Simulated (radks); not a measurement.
The numbers below are computed, except where a source is named.
Valence configurations of the scandium ion Sc+ (all share [Ar]). Code: a radial shooting solver on a logarithmic mesh with Libxc functionals. Model: scalar-relativistic Kohn-Sham, BLYP, spin-polarised, spherical densities, finite nucleus; open shells are filled with parallel spins first; Fermi nuclear charge, rms radius 3.5459 fm. Energies are relative to 3d1 4s1; eigenvalues in eV for spin up.

| valence | E (eV) | moment (Bohr magnetons) | e(3d) | e(4p) | e(4s) |
|---|---|---|---|---|---|
| 3d1 4s1 | 0.000 | 2 | -10.277 | - | -10.135 |
| 3d1.5 4s0.5 | 0.151 | 2 | -8.689 | - | -9.407 |
| 3d2 | 0.684 | 2 | -7.351 | - | - |
| 3d0.5 4s1.5 | 0.723 | 1 | -12.072 | - | -10.659 |
| 3d1 4s0.5 4p0.5 | 1.783 | 2 | -10.783 | -6.868 | -10.441 |
| 4s2 | 1.907 | 0 | - | - | -11.191 |
| 3d0.5 4s1 4p0.5 | 2.215 | 2 | -12.615 | -7.418 | -11.201 |
| 3d1 4p1 | 3.573 | 2 | -11.276 | -7.141 | - |
| 4s1 4p1 | 5.235 | 2 | - | -8.236 | -12.260 |
| 4s0.5 4p1.5 | 7.252 | 2 | - | -8.475 | -12.516 |

NIST lists [Ar] 3d1 4s1 as the ground configuration; this level of theory agrees among the configurations tried. The energies are those of spherical high-spin densities, not of single terms.
